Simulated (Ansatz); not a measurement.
Ansatz (a program for electronic structure) input (B3LYP-D3(BJ)/def2-TZVP):

Ansatz 0.2 input:
```yaml
crystal:
  periodic: [false, false, false]
  atoms:
    - {symbol: Cd, position_ang: [-0.00000000, -0.00000000, -0.03670422]}
    - {symbol: H, position_ang: [0.00000000, 0.00000000, 1.76180242]}
basis:
  gaussian:
    orbitals: def2-TZVP
hamiltonian:
  xc: b3lyp
  dispersion: d3bj
magnetization: {spin_polarized: true, initial_magnetization: 1}
phonons: {temperatures: {t_min: 298.15, t_max: 298.15, t_step: 100}}
```

Output:

```
Functional definition: B3LYP
integrals: 0.01 GiB planned
468 factors; integrals over basis functions are off by at most 5.5e-4 eV
mean field: 0.14 GiB planned
mean field evaluation 1: about -4580.9344 eV, gradient 1.1e1 eV
mean field evaluation 2: about -4580.7712 eV, gradient 1.5e1 eV
mean field evaluation 4: about -4581.7312 eV, gradient 3.6e-1 eV
mean field evaluation 8: about -4581.7600 eV, gradient 2.3e-3 eV
mean field -4581.75999327 eV, -168.3765741243 hartree, gradient 3.8e-5 eV, S^2 0.757900; 0 other end points of the search recorded, 0 dependent functions left out
the calculation of the forces begins
reference -4581.76017206 eV, -168.3765806945 hartree; 11, 10 occupied and 35, 36 virtual orbitals, 468 factors
these checks for a lower state are left out or cut short: stability, starts, cluster_reference, orbital_swaps, neighbouring_geometries, increment
integrals: 0.01 GiB planned
468 factors; integrals over basis functions are off by at most 5.5e-4 eV
mean field: 0.14 GiB planned
mean field evaluation 16: about -4581.7323 eV, gradient 1.5e-1 eV
mean field -4581.75999325 eV, -168.3765741234 hartree, gradient 3.6e-7 eV, S^2 0.757900; 0 other end points of the search recorded, 0 dependent functions left out
the calculation of the forces begins
reference -4581.76017203 eV, -168.3765806935 hartree; 11, 10 occupied and 35, 36 virtual orbitals, 468 factors
these checks for a lower state are left out or cut short: stability, starts, cluster_reference, orbital_swaps, neighbouring_geometries, increment
integrals: 0.01 GiB planned
468 factors; integrals over basis functions are off by at most 5.5e-4 eV
mean field: 0.14 GiB planned
mean field -4581.75999325 eV, -168.3765741234 hartree, gradient 3.6e-7 eV, S^2 0.757900; 0 other end points of the search recorded, 0 dependent functions left out
the calculation of the forces begins
reference -4581.76017203 eV, -168.3765806935 hartree; 11, 10 occupied and 35, 36 virtual orbitals, 468 factors
these checks for a lower state are left out or cut short: stability, starts, cluster_reference, orbital_swaps, neighbouring_geometries, increment
integrals: 0.01 GiB planned
468 factors; integrals over basis functions are off by at most 5.5e-4 eV
mean field: 0.14 GiB planned
mean field evaluation 32: about -4581.7600 eV, gradient 3.5e-6 eV
mean field -4581.75999325 eV, -168.3765741234 hartree, gradient 3.6e-7 eV, S^2 0.757900; 0 other end points of the search recorded, 0 dependent functions left out
the calculation of the forces begins
reference -4581.76017203 eV, -168.3765806935 hartree; 11, 10 occupied and 35, 36 virtual orbitals, 468 factors
these checks for a lower state are left out or cut short: stability, starts, cluster_reference, orbital_swaps, neighbouring_geometries, increment
integrals: 0.01 GiB planned
468 factors; integrals over basis functions are off by at most 5.5e-4 eV
mean field: 0.14 GiB planned
mean field -4581.75999325 eV, -168.3765741234 hartree, gradient 3.6e-7 eV, S^2 0.757900; 0 other end points of the search recorded, 0 dependent functions left out
the calculation of the forces begins
reference -4581.76017203 eV, -168.3765806935 hartree; 11, 10 occupied and 35, 36 virtual orbitals, 468 factors
these checks for a lower state are left out or cut short: stability, starts, cluster_reference, orbital_swaps, neighbouring_geometries, increment
integrals: 0.01 GiB planned
468 factors; integrals over basis functions are off by at most 5.4e-4 eV
mean field: 0.14 GiB planned
mean field -4581.76001217 eV, -168.3765748188 hartree, gradient 2.0e-6 eV, S^2 0.757852; 0 other end points of the search recorded, 0 dependent functions left out
the calculation of the forces begins
reference -4581.76019094 eV, -168.3765813886 hartree; 11, 10 occupied and 35, 36 virtual orbitals, 468 factors
these checks for a lower state are left out or cut short: stability, starts, cluster_reference, orbital_swaps, neighbouring_geometries, increment
integrals: 0.01 GiB planned
468 factors; integrals over basis functions are off by at most 5.5e-4 eV
mean field: 0.14 GiB planned
mean field -4581.75993554 eV, -168.3765720025 hartree, gradient 1.6e-6 eV, S^2 0.757948; 0 other end points of the search recorded, 0 dependent functions left out
the calculation of the forces begins
reference -4581.76011433 eV, -168.3765785730 hartree; 11, 10 occupied and 35, 36 virtual orbitals, 468 factors
these checks for a lower state are left out or cut short: stability, starts, cluster_reference, orbital_swaps, neighbouring_geometries, increment
integrals: 0.01 GiB planned
468 factors; integrals over basis functions are off by at most 5.5e-4 eV
mean field: 0.14 GiB planned
mean field evaluation 64: about -4581.7600 eV, gradient 3.6e-7 eV
mean field -4581.75999325 eV, -168.3765741234 hartree, gradient 3.6e-7 eV, S^2 0.757900; 0 other end points of the search recorded, 0 dependent functions left out
the calculation of the forces begins
reference -4581.76017203 eV, -168.3765806935 hartree; 11, 10 occupied and 35, 36 virtual orbitals, 468 factors
these checks for a lower state are left out or cut short: stability, starts, cluster_reference, orbital_swaps, neighbouring_geometries, increment
integrals: 0.01 GiB planned
468 factors; integrals over basis functions are off by at most 5.5e-4 eV
mean field: 0.14 GiB planned
mean field -4581.75999325 eV, -168.3765741234 hartree, gradient 3.6e-7 eV, S^2 0.757900; 0 other end points of the search recorded, 0 dependent functions left out
the calculation of the forces begins
reference -4581.76017203 eV, -168.3765806935 hartree; 11, 10 occupied and 35, 36 virtual orbitals, 468 factors
these checks for a lower state are left out or cut short: stability, starts, cluster_reference, orbital_swaps, neighbouring_geometries, increment
integrals: 0.01 GiB planned
468 factors; integrals over basis functions are off by at most 5.5e-4 eV
mean field: 0.14 GiB planned
mean field -4581.75999325 eV, -168.3765741234 hartree, gradient 3.6e-7 eV, S^2 0.757900; 0 other end points of the search recorded, 0 dependent functions left out
the calculation of the forces begins
reference -4581.76017203 eV, -168.3765806935 hartree; 11, 10 occupied and 35, 36 virtual orbitals, 468 factors
these checks for a lower state are left out or cut short: stability, starts, cluster_reference, orbital_swaps, neighbouring_geometries, increment
integrals: 0.01 GiB planned
468 factors; integrals over basis functions are off by at most 5.5e-4 eV
mean field: 0.14 GiB planned
mean field -4581.75999325 eV, -168.3765741234 hartree, gradient 3.6e-7 eV, S^2 0.757900; 0 other end points of the search recorded, 0 dependent functions left out
the calculation of the forces begins
reference -4581.76017203 eV, -168.3765806935 hartree; 11, 10 occupied and 35, 36 virtual orbitals, 468 factors
these checks for a lower state are left out or cut short: stability, starts, cluster_reference, orbital_swaps, neighbouring_geometries, increment
integrals: 0.01 GiB planned
468 factors; integrals over basis functions are off by at most 5.5e-4 eV
mean field: 0.14 GiB planned
mean field -4581.75993554 eV, -168.3765720025 hartree, gradient 1.6e-6 eV, S^2 0.757948; 0 other end points of the search recorded, 0 dependent functions left out
the calculation of the forces begins
reference -4581.76011433 eV, -168.3765785730 hartree; 11, 10 occupied and 35, 36 virtual orbitals, 468 factors
these checks for a lower state are left out or cut short: stability, starts, cluster_reference, orbital_swaps, neighbouring_geometries, increment
integrals: 0.01 GiB planned
468 factors; integrals over basis functions are off by at most 5.4e-4 eV
mean field: 0.14 GiB planned
mean field evaluation 96: about -4581.7600 eV, gradient 8.4e-5 eV
mean field -4581.76001217 eV, -168.3765748188 hartree, gradient 2.0e-6 eV, S^2 0.757852; 0 other end points of the search recorded, 0 dependent functions left out
the calculation of the forces begins
reference -4581.76019094 eV, -168.3765813886 hartree; 11, 10 occupied and 35, 36 virtual orbitals, 468 factors
Total energy: -4581.78479532 eV, -168.3774855827 hartree
Atom 0 at    -0.000000    -0.000000    -0.036704 Å, force     0.000000    -0.000000    -0.000815 eV/Å
Atom 1 at     0.000000     0.000000     1.761802 Å, force    -0.000000     0.000000     0.000815 eV/Å
Dipole moment:     0.000000     0.000000    -0.143339 e Å
Vibrations: 1300.88 cm⁻¹, zero-point energy 0.080644 eV
```

The spin state was set by rule; other spins were not relaxed.
